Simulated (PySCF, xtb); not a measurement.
AlClH₄O₂Si, SMILES [OH][Al]([SiH2]Cl)[OH]. The values are those of a single conformer.

Harmonic wavenumbers (cm⁻¹) from GFN2-xTB run with xtb at its own minimum, in rising order: 26, 64, 137, 170, 174, 387, 393, 419, 463, 491, 497, 504, 577, 671, 780, 830, 962, 2123, 2151, 3758, 3762.

### Question
What does TPSSh-D3(BJ)/def2-SVP in PySCF 2.14.0 give at its own minimum? (An estimate is asked for; the answer gives what the named calculation found.)

### Answer
24, 59, 166, 193, 207, 354, 371, 385, 440, 517, 557, 576, 688, 787, 826, 936, 952, 2238, 2243, 3877, 3878. Paired by order, the mean absolute difference is 57 cm⁻¹ and the zero-point energies are 27.6 and 29.0 kcal/mol.
